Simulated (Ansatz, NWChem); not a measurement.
Br2 (bromine): the energy, rung by rung

Br2 has 2 atoms, charge 0, and is taken as a singlet. SMILES: `BrBr`. The coordinates come from a PBE0-D4/def2-TZVP relaxation. The run starts from this shape.

```xyz
2

Br    0.9730   -0.3254    0.4985
Br   -0.9730    0.3254   -0.4985
```

Each level gives the adiabatic ionisation energy (to the doublet cation, no zero-point term) (eV). The values are calculated.

```csv
level,kind,program,value (eV)
HF/STO-3G,Hartree–Fock,Ansatz,8.32
HF/3-21G,Hartree–Fock,Ansatz,10.30
HF/6-31G* (Cartesian functions),Hartree–Fock,Ansatz,10.27
HF/cc-pVTZ,Hartree–Fock,Ansatz,10.10
PBE/def2-SVP,GGA,Ansatz,10.29
PBE-D3(BJ)/def2-TZVP,GGA,Ansatz,10.27
B3LYP/def2-SVP,global hybrid,NWChem,10.53
PBE0/def2-SVP,global hybrid,Ansatz,10.58
B3LYP/6-31G* (Cartesian functions),global hybrid,Ansatz,10.57
```

All-electron rows without a relativistic Hamiltonian named are non-relativistic. Spin-orbit coupling is left out. The values span 8.32 to 10.58 eV. Spin contamination of the reference (⟨S²⟩ at least 0.1 too high) touches HF/3-21G (up to 0.26 too high). The second state's dipole differs much between rows, so they may not all be the same state. Without the sets that lack polarisation functions the rows with a basis span only 10.10 to 10.58 eV.
